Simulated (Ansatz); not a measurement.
Isolated molecules relaxed with PBE0-D4/def2-TZVP in Ansatz; ΔE leaves out vibrations. CCSD(T)/CBS adds triple-zeta CCSD(T) − MP2 to the extrapolated MP2 energy (def2 sets, frozen cores). Functionals use def2-TZVPP. B3LYP here is the variant with VWN-RPA as its local correlation; programs differ in this. For Ga outer-core shells are correlated without core-valence functions, which leaves a few kJ/mol of doubt a bond. Scalar relativity is left out up to krypton. Each species was taken in one conformer, which may not be the lowest.

`C[SiH2]N[SiH](O)O` + `[CH2]1[S][GaH]1` → `C[SiH2]N[SiH2]O` + `[OH][Ga]1[CH2][S]1`  (redistribution)

`C[SiH2]N[SiH](O)O`:

Cartesian coordinates in Å:
```
C 2.543 -0.372 -0.582
Si 1.028 0.705 -0.749
N -0.431 -0.173 -0.432
Si -1.670 0.145 0.696
O -2.011 -1.124 1.689
O -3.078 0.410 -0.095
H 2.504 -1.214 -1.277
H 3.447 0.202 -0.804
H 2.631 -0.772 0.431
H 1.073 1.821 0.231
H 1.010 1.275 -2.127
H -0.637 -0.920 -1.085
H -1.229 1.318 1.485
H -1.305 -1.443 2.253
H -3.875 0.141 0.365
```

`[CH2]1[S][GaH]1`:

```xyz
6

C     0.241   -0.760    0.220
S     1.467    0.440   -0.564
Ga   -0.607    0.928   -0.183
H     0.495   -1.017    1.243
H     0.050   -1.633   -0.396
H    -1.646    2.043   -0.319
```

`C[SiH2]N[SiH2]O`:

Z-matrix (Å, degrees):
```
C
Si 1 1.865
H 1 1.093 2 110.6
H 1 1.092 2 110.9 3 120.3
H 1 1.093 2 111.0 3 -119.5
N 2 1.733 1 112.2 3 179.9
H 2 1.492 1 108.4 3 56.8
H 2 1.487 1 111.0 3 -62.3
Si 6 1.718 2 127.4 1 124.0
H 6 1.010 2 117.0 1 -58.4
O 9 1.646 6 114.5 2 70.0
H 9 1.488 6 105.7 2 -167.7
H 9 1.479 6 110.8 2 -46.1
H 11 0.958 9 117.5 6 57.2
```

`[OH][Ga]1[CH2][S]1`:

```xyz
7

O     1.782   -1.462    0.595
Ga    0.340   -0.565    0.135
C    -0.861    0.872   -0.300
S    -1.732   -0.824   -0.410
H     2.543   -0.900    0.760
H    -1.273    1.505    0.480
H    -0.799    1.374   -1.260
```

```
             level  ΔE (kJ/mol)  difference from CCSD(T)/CBS
         r2SCAN-D4         90.7                          3.9
          B3LYP-D4         88.3                          1.5
           ωB97X-V         86.7                         -0.1
            B2PLYP         84.6                         -2.2
               PBE         81.6                         -5.2
            r2SCAN         90.4                          3.6
              PBE0         88.1                          1.3
    MP2/def2-TZVPP         82.0                         -4.8
SCS-MP2/def2-QZVPP         81.6                         -5.2
     MP2/CBS(def2)         85.0                         -1.8
       CCSD(T)/CBS         86.8                            0
```

Largest T1 diagnostic among the species: 0.015.

In def2-TZVPP, CCSD(T) changes the Hartree–Fock value by −9.0 kJ/mol (the triples alone add −2.1 kJ/mol) and MP2 by −10.7 kJ/mol. From PBE to PBE0 (25 % exact exchange), in def2-TZVPP and without D4, ΔE moves by +6.5 kJ/mol.
